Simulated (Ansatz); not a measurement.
Steps of a relaxation of H6S2Si2 (`[SiH3]S[SiH2]S`) with RKS PBE0-D4/def2-TZVP.

```sh
$ ansatz run in.yaml --threads 4 --pin off --events-out ev --progress --plain --max-ram 10444MiB
```

```yaml
crystal:
  periodic: [false, false, false]
  atoms:
    - {symbol: Si, position_ang: [0.620325, 1.625161, 0.166376]}
    - {symbol: S, position_ang: [-0.716886, 0.567318, 1.504349]}
    - {symbol: Si, position_ang: [-0.945117, -1.237703, 0.329399]}
    - {symbol: S, position_ang: [0.914079, -2.073488, -0.406375]}
    - {symbol: H, position_ang: [0.464404, 3.082497, 0.489402]}
    - {symbol: H, position_ang: [2.050850, 1.213132, 0.357792]}
    - {symbol: H, position_ang: [0.227983, 1.380100, -1.267936]}
    - {symbol: H, position_ang: [-1.549400, -2.242503, 1.261840]}
    - {symbol: H, position_ang: [-1.835043, -0.985891, -0.854428]}
    - {symbol: H, position_ang: [0.851905, -1.379723, -1.577519]}
basis:
  gaussian: {orbitals: def2-TZVP}
hamiltonian: {xc: pbe0, dispersion: d4}
relax: {f_tol: 0.005, max_steps: 150}
```

Positions (Å) and forces (eV/Å) along the path, 9 of 9 steps:

```xyz
10
step=1 energy=-37513.0563 eV
Si    0.620    1.625    0.166   -0.055   -0.010    0.025
S    -0.717    0.567    1.504    0.234   -0.198   -0.533
Si   -0.945   -1.238    0.329    0.080    0.057    0.028
S     0.914   -2.073   -0.406   -0.414    0.429   -0.258
H     0.464    3.082    0.489    0.027   -0.314   -0.064
H     2.051    1.213    0.358   -0.335    0.072   -0.024
H     0.228    1.380   -1.268    0.070    0.036    0.333
H    -1.549   -2.243    1.262    0.142    0.216   -0.201
H    -1.835   -0.986   -0.854    0.225   -0.036    0.278
H     0.852   -1.380   -1.578    0.027   -0.253    0.415
10
step=2 energy=-37513.0968 eV
Si    0.612    1.611    0.162   -0.025   -0.020    0.033
S    -0.705    0.561    1.488    0.033   -0.044   -0.085
Si   -0.933   -1.222    0.326    0.021    0.030    0.012
S     0.906   -2.050   -0.400   -0.086    0.116   -0.141
H     0.457    3.054    0.484    0.017   -0.070   -0.031
H     2.023    1.190    0.361   -0.072    0.039   -0.029
H     0.213    1.357   -1.253    0.031    0.023    0.069
H    -1.529   -2.219    1.249    0.019    0.049   -0.056
H    -1.808   -0.959   -0.846    0.047   -0.023    0.064
H     0.847   -1.375   -1.568    0.015   -0.099    0.165
10
step=3 energy=-37513.0993 eV
Si    0.607    1.609    0.167    0.006    0.016   -0.012
S    -0.704    0.557    1.490    0.018    0.004    0.003
Si   -0.928   -1.217    0.326   -0.007   -0.010   -0.018
S     0.899   -2.054   -0.401    0.012   -0.005   -0.002
H     0.458    3.050    0.481   -0.011    0.008    0.011
H     2.018    1.198    0.353    0.007   -0.008    0.009
H     0.214    1.362   -1.246   -0.014   -0.009   -0.008
H    -1.530   -2.213    1.241   -0.004   -0.004    0.008
H    -1.801   -0.957   -0.843   -0.004    0.012   -0.007
H     0.850   -1.385   -1.565   -0.003   -0.003    0.013
10
step=4 energy=-37513.0995 eV
Si    0.608    1.611    0.165   -0.002   -0.001   -0.003
S    -0.698    0.555    1.489    0.000   -0.002    0.013
Si   -0.928   -1.218    0.324    0.003   -0.004    0.006
S     0.899   -2.058   -0.399   -0.005   -0.005    0.003
H     0.455    3.051    0.483   -0.004    0.003    0.002
H     2.019    1.199    0.352    0.006    0.003   -0.003
H     0.210    1.362   -1.246   -0.002    0.000   -0.005
H    -1.531   -2.213    1.239   -0.008    0.001    0.003
H    -1.800   -0.954   -0.844    0.003    0.004   -0.007
H     0.849   -1.386   -1.560    0.010    0.001   -0.009
10
step=5 energy=-37513.0999 eV
Si    0.606    1.608    0.162   -0.007    0.012    0.008
S    -0.684    0.547    1.498    0.000   -0.001    0.004
Si   -0.928   -1.219    0.324   -0.004    0.002    0.006
S     0.894   -2.072   -0.398    0.000   -0.033    0.043
H     0.449    3.047    0.482    0.001    0.003   -0.001
H     2.020    1.203    0.337    0.010    0.000   -0.002
H     0.199    1.358   -1.246   -0.006   -0.005   -0.005
H    -1.544   -2.210    1.233   -0.002   -0.007    0.002
H    -1.794   -0.940   -0.846    0.000    0.007   -0.006
H     0.866   -1.373   -1.543    0.008    0.022   -0.048
10
step=6 energy=-37513.1007 eV
Si    0.598    1.610    0.158   -0.018   -0.002    0.010
S    -0.640    0.523    1.523    0.015   -0.002   -0.024
Si   -0.925   -1.220    0.323   -0.019    0.003   -0.011
S     0.872   -2.127   -0.395   -0.009    0.032   -0.025
H     0.430    3.048    0.481    0.006   -0.009   -0.001
H     2.023    1.224    0.292   -0.005    0.004    0.001
H     0.157    1.351   -1.239    0.000   -0.003    0.010
H    -1.580   -2.206    1.211    0.013    0.006   -0.007
H    -1.772   -0.893   -0.850    0.013    0.001    0.019
H     0.919   -1.362   -1.501    0.004   -0.031    0.030
10
step=7 energy=-37513.1009 eV
Si    0.596    1.611    0.160   -0.002   -0.001    0.008
S    -0.637    0.522    1.525    0.000    0.005   -0.009
Si   -0.924   -1.217    0.321   -0.004   -0.001    0.007
S     0.874   -2.124   -0.391   -0.001    0.011   -0.025
H     0.429    3.048    0.483    0.001    0.002    0.000
H     2.022    1.227    0.292    0.001    0.001   -0.001
H     0.154    1.351   -1.237   -0.004   -0.002    0.000
H    -1.578   -2.204    1.209    0.001    0.001   -0.003
H    -1.771   -0.887   -0.851    0.008    0.000    0.003
H     0.920   -1.377   -1.507    0.000   -0.016    0.020
10
step=8 energy=-37513.1010 eV
Si    0.595    1.613    0.161   -0.003   -0.006    0.000
S    -0.635    0.521    1.526    0.000   -0.001    0.008
Si   -0.922   -1.216    0.321   -0.003    0.003   -0.003
S     0.873   -2.131   -0.391    0.005    0.000   -0.003
H     0.427    3.050    0.484    0.000    0.003    0.000
H     2.022    1.231    0.289    0.002    0.001   -0.002
H     0.148    1.352   -1.234    0.002    0.002   -0.003
H    -1.581   -2.203    1.206   -0.001    0.001    0.001
H    -1.764   -0.882   -0.852    0.000   -0.001   -0.001
H     0.920   -1.386   -1.508   -0.002   -0.002    0.004
10
step=9 energy=-37513.1010 eV
Si    0.594    1.613    0.161    0.001    0.001    0.000
S    -0.632    0.520    1.528    0.000   -0.001   -0.001
Si   -0.922   -1.216    0.321    0.000   -0.001    0.002
S     0.873   -2.133   -0.389   -0.001    0.001   -0.001
H     0.425    3.050    0.485    0.000    0.000    0.000
H     2.022    1.232    0.286    0.000    0.000    0.000
H     0.146    1.353   -1.234   -0.001    0.000    0.000
H    -1.583   -2.202    1.205   -0.001    0.001    0.000
H    -1.761   -0.880   -0.854    0.001    0.000    0.000
H     0.921   -1.388   -1.506    0.001   -0.001    0.000
```

Hardware: 4 threads of an Intel Xeon Platinum 8559C on a shared host. Wall time 19 s, peak host memory 0.56 GiB.
